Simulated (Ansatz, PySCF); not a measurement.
Dimer: CH4O (SMILES CO) (first 6 atoms) with CH6Si (SMILES C[SiH3]); geometry from B3LYP-D3(BJ)/def2-TZVP, rigid monomers moved along the line of their centres of mass till O2···Si8 is 3.00 Å.
(charge 0, multiplicity 1):
```tsv
atom	x (Å)	y (Å)	z (Å)
C	0.3369	-0.2705	-0.2764
O	0.5299	0.7842	0.6579
H	-0.2144	-1.1086	0.1618
H	1.3268	-0.6210	-0.5648
H	-0.1859	0.0709	-1.1759
H	-0.3309	1.1081	0.9428
C	1.3369	0.3862	3.6621
Si	-0.3828	-0.2659	3.3198
H	1.8051	0.6925	2.7263
H	1.9567	-0.3815	4.1292
H	1.3023	1.2462	4.3334
H	-1.2361	0.7766	2.6894
H	-1.0567	-0.6789	4.5768
H	-0.3514	-1.4392	2.4140
```

Monomers are frozen at their geometry in the pair; levels with a basis set take the counterpoise correction.

Cores are frozen in the correlated methods.

The values were computed with Ansatz (Gaussian basis) for Hartree–Fock, density functionals and correlated methods; PySCF for the dispersion terms. 

PBE/def2-TZVPPD gives -0.14 kcal/mol for the interaction energy.

### Question
How do the other levels lie against it? Give each less PBE: PBE-D3(BJ)/def2-TZVPPD, r2SCAN/def2-TZVPPD, PBE0/def2-TZVPPD, wB97M-V/def2-TZVPPD, MP2/aug-cc-pV(D+d)Z, CCSD(T)/aug-cc-pV(D+d)Z.

### Answer
PBE-D3(BJ)/def2-TZVPPD -1.85; r2SCAN/def2-TZVPPD -0.94; PBE0/def2-TZVPPD 0.05; wB97M-V/def2-TZVPPD -1.66; MP2/aug-cc-pV(D+d)Z -0.38; CCSD(T)/aug-cc-pV(D+d)Z -0.39 kcal/mol. 1 of 6 lie above PBE; the widest gap is to PBE-D3(BJ)/def2-TZVPPD.

Ansatz is a program for electronic structure.
